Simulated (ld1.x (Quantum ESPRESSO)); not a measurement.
## Pseudopotential generation for calcium (Ca): TM, PBE, non-relativistic.

The input file (ld1.x (Quantum ESPRESSO) 7.5):

```
&input
   title='Ca', zed=20., rel=0, dft='PBE', iswitch=3,
   config='[Ar] 3d1 4s1 4p0',
   nld=3, rlderiv=3.25, eminld=-5.0, emaxld=5.0, deld=0.02
 /
 &inputp
   pseudotype=2, tm=.true., lloc=1,
   nlcc=.false.,
   file_pseudopw='Ca.UPF', file_wfcaegen='ae.wfc', file_wfcncgen='nc.wfc', file_beta='beta', file_chi='chi'
 /
3
3S  1  0   2.00   0.00  1.70  1.70  0.0
3D  3  2   1.00   0.00  3.00  3.00  0.0
3P  2  1   6.00   0.00  1.95  1.95  0.0
 &test
   configts(1)='3s2 3p6 3d1 4s1 4p0'
 /
```

Command:

```bash
ld1.x < Ca.in > Ca.out
```

Resulting log (shortened: banner, matrices, multipoles, cross overlaps and the repeated all-electron block are left out):

```
Program LD1 v.7.5
     --------------------------- All-electron run ----------------------------

     Ca

     atomic number is 20.00
     dft =PBE   lsd =0 sic =0 latt =0  beta=0.20 tr2=1.0E-14
     Exchange-correlation= PBE
                           (   1   4   3   4   0   0   0)
     mesh =1169 r(mesh) =  99.90979 a.u. xmin = -7.00 dx = 0.01250
     1 Ry =  13.60569312 eV

     n l     nl                  e(Ry)          e(Ha)          e(eV)
     1 0     1S 1( 2.00)      -288.5376      -144.2688     -3925.7537
     2 0     2S 1( 2.00)       -29.9839       -14.9919      -407.9515
     2 1     2P 1( 6.00)       -24.3861       -12.1930      -331.7893
     3 0     3S 1( 2.00)        -3.2552        -1.6276       -44.2886
     3 1     3P 1( 6.00)        -1.8971        -0.9486       -25.8117
     3 2     3D 1( 1.00)        -0.0577        -0.0289        -0.7855
     4 0     4S 1( 1.00)        -0.2403        -0.1201        -3.2690
     4 1     4P 1( 0.00)        -0.0899        -0.0449        -1.2228

     final scf error:  7.5E-15 reached in  28 iterations

     Etot =   -1354.539148 Ry,    -677.269574 Ha,  -18429.443973 eV

     Ekin =    1353.173033 Ry,     676.586517 Ha,   18410.857034 eV
     Encl =   -3210.053881 Ry,   -1605.026941 Ha,  -43675.008017 eV
     Eh   =     574.107563 Ry,     287.053781 Ha,    7811.131320 eV
     Exc  =     -71.765863 Ry,     -35.882932 Ha,    -976.424310 eV

     normalization and overlap integrals

     s(1S/1S) =  1.000000  <r> =   0.0774  <r2> =    0.0080  r(max) =   0.0506
     s(2S/2S) =  1.000000  <r> =   0.3667  <r2> =    0.1592  r(max) =   0.3025
     s(2P/2P) =  1.000000  <r> =   0.3285  <r2> =    0.1335  r(max) =   0.2477
     s(3S/3S) =  1.000000  <r> =   1.1703  <r2> =    1.5831  r(max) =   1.0043
     s(3P/3P) =  1.000000  <r> =   1.2890  <r2> =    1.9669  r(max) =   1.0558
     s(3D/3D) =  1.000000  <r> =   3.3558  <r2> =   17.1155  r(max) =   1.3556
     s(4S/4S) =  1.000000  <r> =   4.2898  <r2> =   21.2387  r(max) =   3.5494
     s(4P/4P) =  1.000000  <r> =   5.9910  <r2> =   42.0946  r(max) =   4.7911

     ------------------------ End of All-electron run ------------------------

     --------------------- Generating NC pseudopotential ---------------------

      Generating local pot.: lloc=1, matching radius rcloc =   1.9500

      Wfc   3S  rcut= 1.698  Using Troullier-Martins method

      Wfc   3D  rcut= 3.017  Using Troullier-Martins method

     ------------------- End of pseudopotential generation -------------------

     Computing logarithmic derivative in   3.23179
     Computing logarithmic derivative in   3.23179
     Computing the partial wave expansion
     R is outside the sphere for l=    0 j= 0.00
       no projector for channel:   1
     R is outside the sphere for l=    2 j= 0.00

     ---------------------- Testing the pseudopotential ----------------------

     Ca

     atomic number is 20.00   valence charge is 10.00
     dft =PBE   lsd =0 sic =0 latt =0  beta=0.20 tr2=1.0E-14
     mesh =1169 r(mesh) =  99.90979 xmin = -7.00 dx = 0.01250

     n l     nl             e AE (Ry)        e PS (Ry)    De AE-PS (Ry)
     1 0     3S   1( 2.00)       -3.25515       -3.25515        0.00000
     2 1     3P   1( 6.00)       -1.89712       -1.89712        0.00000
     3 2     3D   1( 1.00)       -0.05773       -0.05773       -0.00000
     2 0     4S   1( 1.00)       -0.24026       -0.24775        0.00748  !
     3 1     4P   1( 0.00)       -0.08987       -0.09022        0.00035

     eps = 6.5E-15  iter = 19

     Etot =   -1354.539148 Ry,    -677.269574 Ha,  -18429.443973 eV
     Etotps =   -73.142746 Ry,     -36.571373 Ha,    -995.157761 eV

     Ekin =      26.139303 Ry,      13.069651 Ha,     355.643335 eV
     Encl =    -149.666829 Ry,     -74.833415 Ha,   -2036.320952 eV
     Ehrt =      57.924366 Ry,      28.962183 Ha,     788.101150 eV
     Ecxc =     -10.020862 Ry,      -5.010431 Ha,    -136.340774 eV
     Epseu=       2.481276 Ry,       1.240638 Ha,      33.759479 eV

     ---------------------- End of pseudopotential test ----------------------
```

Generation and configuration tests took about 1.4 s on one core of a shared server CPU.

Transferability test of the new file with ld1.x, input:

```
&input
   title='Ca', zed=20., rel=0, dft='PBE', iswitch=2,
   config='[Ar] 3d1 4s1 4p0'
 /
 &test
   file_pseudo='Ca.UPF', nconf=8,
   configts(1)='3s2 3p6 3d1 4s1 4p0',
   configts(2)='3s2 3p6 3d0 4s2 4p0',
   configts(3)='3s2 3p6 3d0 4s1 4p0',
   configts(4)='3s2 3p6 3d0 4s0 4p0',
   configts(5)='3s2 3p6 3d0 4s0 4p2',
   configts(6)='3s2 3p6 3d0 4s1 4p1',
   configts(7)='3s2 3p6 3d0 4s0 4p1',
   configts(8)='3s2 3p6 3d0.5 4s1.5 4p0'
 /
```

```bash
ld1.x < Ca.test.in > Ca.test.out
```

Pseudopotential blocks of its output, shortened (energy terms left out):

```
     ---------------------- Testing the pseudopotential ----------------------

     n l     nl             e AE (Ry)        e PS (Ry)    De AE-PS (Ry)
     1 0     3S   1( 2.00)       -3.25515       -3.25515        0.00000
     2 1     3P   1( 6.00)       -1.89712       -1.89712        0.00000
     3 2     3D   1( 1.00)       -0.05773       -0.05773       -0.00000
     2 0     4S   1( 1.00)       -0.24026       -0.24775        0.00748  !
     3 1     4P   1( 0.00)       -0.08987       -0.09022        0.00035

     eps = 4.5E-15  iter = 19

     Etot =   -1354.539148 Ry,    -677.269574 Ha,  -18429.443973 eV
     Etotps =   -73.142746 Ry,     -36.571373 Ha,    -995.157759 eV

     ---------------------- End of pseudopotential test ----------------------

          ---------------------- Testing the pseudopotential ----------------------

     n l     nl             e AE (Ry)        e PS (Ry)    De AE-PS (Ry)
     1 0     3S   1( 2.00)       -3.43137       -3.39739       -0.03397  !
     2 1     3P   1( 6.00)       -2.06230       -2.03279       -0.02951  !
     3 2     3D   1( 0.00)       -0.15205       -0.13225       -0.01981  !
     2 0     4S   1( 2.00)       -0.27585       -0.28133        0.00548  !
     3 1     4P   1( 0.00)       -0.10426       -0.10230       -0.00196

     eps = 4.9E-15  iter = 14

     Etot =   -1354.699871 Ry,    -677.349936 Ha,  -18431.630722 eV
     Etotps =   -73.316984 Ry,     -36.658492 Ha,    -997.528384 eV
     dEtot_ae =      -0.160723 Ry
     dEtot_ps =      -0.174238 Ry,   Delta E=       0.013515 Ry

     ---------------------- End of pseudopotential test ----------------------

          ---------------------- Testing the pseudopotential ----------------------

     n l     nl             e AE (Ry)        e PS (Ry)    De AE-PS (Ry)
     1 0     3S   1( 2.00)       -3.93668       -3.91110       -0.02558  !
     2 1     3P   1( 6.00)       -2.56567       -2.54402       -0.02165  !
     3 2     3D   1( 0.00)       -0.62171       -0.60271       -0.01901  !
     2 0     4S   1( 1.00)       -0.65643       -0.66852        0.01209  !
     3 1     4P   1( 0.00)       -0.43675       -0.43627       -0.00048

     eps = 8.2E-15  iter = 12

     Etot =   -1354.237836 Ry,    -677.118918 Ha,  -18425.344411 eV
     Etotps =   -72.846506 Ry,     -36.423253 Ha,    -991.127201 eV
     dEtot_ae =       0.301312 Ry
     dEtot_ps =       0.296241 Ry,   Delta E=       0.005072 Ry

     ---------------------- End of pseudopotential test ----------------------

          ---------------------- Testing the pseudopotential ----------------------

     n l     nl             e AE (Ry)        e PS (Ry)    De AE-PS (Ry)
     1 0     3S   1( 2.00)       -4.54024       -4.52988       -0.01036  !
     2 1     3P   1( 6.00)       -3.16466       -3.15718       -0.00748  !
     3 2     3D   1( 0.00)       -1.17941       -1.16443       -0.01499  !
     2 0     4S   1( 0.00)       -1.06379       -1.09051        0.02672  !
     3 1     4P   1( 0.00)       -0.78362       -0.78991        0.00629  !

     eps = 9.7E-16  iter = 16

     Etot =   -1353.372521 Ry,    -676.686261 Ha,  -18413.571202 eV
     Etotps =   -71.963196 Ry,     -35.981598 Ha,    -979.109165 eV
     dEtot_ae =       1.166627 Ry
     dEtot_ps =       1.179550 Ry,   Delta E=      -0.012923 Ry

     ---------------------- End of pseudopotential test ----------------------

          ---------------------- Testing the pseudopotential ----------------------

     n l     nl             e AE (Ry)        e PS (Ry)    De AE-PS (Ry)
     1 0     3S   1( 2.00)       -3.62018       -3.60579       -0.01439  !
     2 1     3P   1( 6.00)       -2.24833       -2.23749       -0.01084  !
     3 2     3D   1( 0.00)       -0.30389       -0.29197       -0.01192  !
     2 0     4S   1( 0.00)       -0.36252       -0.37620        0.01368  !
     3 1     4P   1( 2.00)       -0.17555       -0.17817        0.00262

     eps = 8.8E-15  iter = 22

     Etot =   -1354.340904 Ry,    -677.170452 Ha,  -18426.746722 eV
     Etotps =   -72.939577 Ry,     -36.469789 Ha,    -992.393505 eV
     dEtot_ae =       0.198244 Ry
     dEtot_ps =       0.203169 Ry,   Delta E=      -0.004925 Ry

     ---------------------- End of pseudopotential test ----------------------

          ---------------------- Testing the pseudopotential ----------------------

     n l     nl             e AE (Ry)        e PS (Ry)    De AE-PS (Ry)
     1 0     3S   1( 2.00)       -3.52958       -3.50518       -0.02441  !
     2 1     3P   1( 6.00)       -2.15919       -2.13881       -0.02039  !
     3 2     3D   1( 0.00)       -0.23087       -0.21488       -0.01600  !
     2 0     4S   1( 1.00)       -0.32280       -0.33255        0.00975  !
     3 1     4P   1( 1.00)       -0.14316       -0.14370        0.00053

     eps = 1.5E-15  iter = 17

     Etot =   -1354.524191 Ry,    -677.262095 Ha,  -18429.240466 eV
     Etotps =   -73.132984 Ry,     -36.566492 Ha,    -995.024936 eV
     dEtot_ae =       0.014957 Ry
     dEtot_ps =       0.009762 Ry,   Delta E=       0.005195 Ry

     ---------------------- End of pseudopotential test ----------------------

          ---------------------- Testing the pseudopotential ----------------------

     n l     nl             e AE (Ry)        e PS (Ry)    De AE-PS (Ry)
     1 0     3S   1( 2.00)       -4.02684       -4.01435       -0.01249  !
     2 1     3P   1( 6.00)       -2.65409       -2.64496       -0.00914  !
     3 2     3D   1( 0.00)       -0.69618       -0.68385       -0.01232  !
     2 0     4S   1( 0.00)       -0.70153       -0.71941        0.01788  !
     3 1     4P   1( 1.00)       -0.48000       -0.48390        0.00390

     eps = 3.0E-15  iter = 26

     Etot =   -1354.017136 Ry,    -677.008568 Ha,  -18422.341640 eV
     Etotps =   -72.612522 Ry,     -36.306261 Ha,    -987.943687 eV
     dEtot_ae =       0.522012 Ry
     dEtot_ps =       0.530225 Ry,   Delta E=      -0.008213 Ry

     ---------------------- End of pseudopotential test ----------------------

          ---------------------- Testing the pseudopotential ----------------------

     n l     nl             e AE (Ry)        e PS (Ry)    De AE-PS (Ry)
     1 0     3S   1( 2.00)       -3.31692       -3.30699       -0.00993  !
     2 1     3P   1( 6.00)       -1.95463       -1.94634       -0.00829  !
     3 2     3D   1( 0.50)       -0.08593       -0.08129       -0.00464
     2 0     4S   1( 1.50)       -0.25048       -0.25793        0.00745  !
     3 1     4P   1( 0.00)       -0.09197       -0.09189       -0.00008

     eps = 5.1E-15  iter = 17

     Etot =   -1354.626609 Ry,    -677.313304 Ha,  -18430.633934 eV
     Etotps =   -73.234883 Ry,     -36.617441 Ha,    -996.411339 eV
     dEtot_ae =      -0.087461 Ry
     dEtot_ps =      -0.092136 Ry,   Delta E=       0.004676 Ry

     ---------------------- End of pseudopotential test ----------------------
```
